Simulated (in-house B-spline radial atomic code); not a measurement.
Inner-shell binding energies (edges) and X-ray emission energies of free atoms and ions, as differences of relaxed hole-state energies with first-order Breit, QED and recoil terms, without correlation or multiplet splittings, in NIST's listed ground configurations. For neutral atoms such line energies lie within some 1 to 5 eV of tabulated X-ray lines (up to 20 eV for the heaviest). Removing outer electrons raises all edges nearly alike, so lines move far less than edges. K = 1s, L1 = 2s, L3 = 2p3/2. A dash marks a subshell that is part filled or wasn't run, or a line left out. Computed with a B-spline radial code for spherical atoms: Dirac-Hartree-Fock, average of the configuration, finite nuclei.

```json
{"ion": "Tl", "configuration": "[Xe] 4f14 5d10 6s2 6p1", "K edge (eV)": "85531.7", "L1 edge (eV)": "15359.5", "L3 edge (eV)": "-"}
{"ion": "Tl+", "configuration": "[Xe] 4f14 5d10 6s2", "K edge (eV)": "?", "L1 edge (eV)": "?", "L3 edge (eV)": "?"}
{"ion": "Tl3+", "configuration": "[Xe] 4f14 5d10", "K edge (eV)": "85563.3", "L1 edge (eV)": "15390.7", "L3 edge (eV)": "12694.4"}
{"ion": "Tl4+", "configuration": "[Xe] 4f14 5d9", "K edge (eV)": "?", "L1 edge (eV)": "?", "L3 edge (eV)": "?"}
{"ion": "Tl5+", "configuration": "[Xe] 4f14 5d8", "K edge (eV)": "85600.9", "L1 edge (eV)": "15428.5", "L3 edge (eV)": "12732.2"}
{"ion": "Tl6+", "configuration": "[Xe] 4f14 5d7", "K edge (eV)": "85621.4", "L1 edge (eV)": "15449.1", "L3 edge (eV)": "12752.8"}
{"ion": "Tl7+", "configuration": "[Xe] 4f14 5d6", "K edge (eV)": "85643", "L1 edge (eV)": "15470.7", "L3 edge (eV)": "12774.5"}
```

Q: Fill in the row of Tl+.

A: K edge (eV): 85539.9; L1 edge (eV): 15367.7; L3 edge (eV): 12671.4.

Q: Fill in the row of Tl4+.

A: K edge (eV): 85581.5; L1 edge (eV): 15409; L3 edge (eV): 12712.7.
